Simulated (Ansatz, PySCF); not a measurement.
Energy difference R1 + R2 → P1 + P2, each structure at its B3LYP-D3(BJ)/def2-TZVP stationary point, reached from a drawn start (curvature not checked).
R1: Cl2O2W (SMILES [O]=[W](=[O])([Cl])[Cl]), charge 0, multiplicity 1.
P1, ClHO2W (SMILES [O]=[WH](=[O])[Cl]) (charge 0, multiplicity 1):
```xyz
5

W      0.05616     0.00892    -0.00892
O      1.03962     1.09218     0.86504
O      1.03962    -0.86504    -1.09218
H     -0.83795     1.04836    -1.04836
Cl    -1.29745    -1.28451     1.28451
```
R2: H2 (SMILES [H][H]), charge 0, multiplicity 1.
P2: HCl (SMILES Cl), charge 0, multiplicity 1.

P less R. No zero-point or thermal terms; no spin–orbit coupling.

Cores are frozen in the correlated methods.

Codes used: Ansatz (Gaussian basis) for Hartree–Fock, density functionals and correlated methods; PySCF for the D3/D4 terms. All values are computed, each at the level named. Elements past Kr take the def2 small-core potentials, without spin–orbit coupling.

Total energies in hartree:

| structure | PBE/def2-TZVPP | B3LYP-D3(BJ)/def2-TZVPP | CCSD(T)/def2-QZVPP |
|---|---|---|---|
| R1 | -1137.815074 | -1138.336662 | -1136.678316 |
| P1 | -678.308876 | -678.635049 | -677.444470 |
| R2 | -1.166122 | -1.180145 | -1.173867 |
| P2 | -460.627412 | -460.836834 | -460.364747 |

Work out the reaction energy at each level in kcal/mol (1 hartree = 627.50947 kcal/mol), and say how far PBE/def2-TZVPP lies from CCSD(T)/def2-QZVPP.


- PBE/def2-TZVPP: (-678.308876) + (-460.627412) − (-1137.815074) − (-1.166122) = 0.044908 hartree = 28.18 kcal/mol
- B3LYP-D3(BJ)/def2-TZVPP: (-678.635049) + (-460.836834) − (-1138.336662) − (-1.180145) = 0.044924 hartree = 28.19 kcal/mol
- CCSD(T)/def2-QZVPP: (-677.444470) + (-460.364747) − (-1136.678316) − (-1.173867) = 0.042966 hartree = 26.96 kcal/mol
PBE/def2-TZVPP less CCSD(T)/def2-QZVPP: 1.22 kcal/mol. CCSD(T)/def2-QZVPP is the level counted from, the highest shown, and no exact or measured value.

Ansatz is a quantum-chemistry and plane-wave program.
